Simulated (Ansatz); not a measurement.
Consider the redistribution: `BOB(N)Cl` + `[SiH3][O][Al]([Cl])[Cl]` → `NB(Cl)O[SiH3]` + `B[O][Al]([Cl])[Cl]`.

Isolated molecules relaxed with PBE0-D4/def2-TZVP in Ansatz; ΔE leaves out vibrations. CBS: MP2 limit from def2 TZ/QZ plus the TZ coupled-cluster correction, frozen cores. DFT in def2-TZVPP. One conformer a species, not always the lowest.

```tsv
level	ΔE (kJ/mol)
RPA@PBE/def2-TZVPP	10.5
MP2/def2-TZVPP	10.6
```

Problem. What does CCSD(T)/CBS give? (An estimate is asked.)

Solution. Computed: +10.1 kJ/mol. The listed levels differ from it by 0.4, 0.5 kJ/mol.

Largest T1 diagnostic among the species: 0.012.

Leaving LDA and LC-ωPBE aside and taking each functional with its dispersion term where it has one, the values, not all of them listed here, spread over 3.3 kJ/mol, from BLYP-D4 to PBE-QIDH.
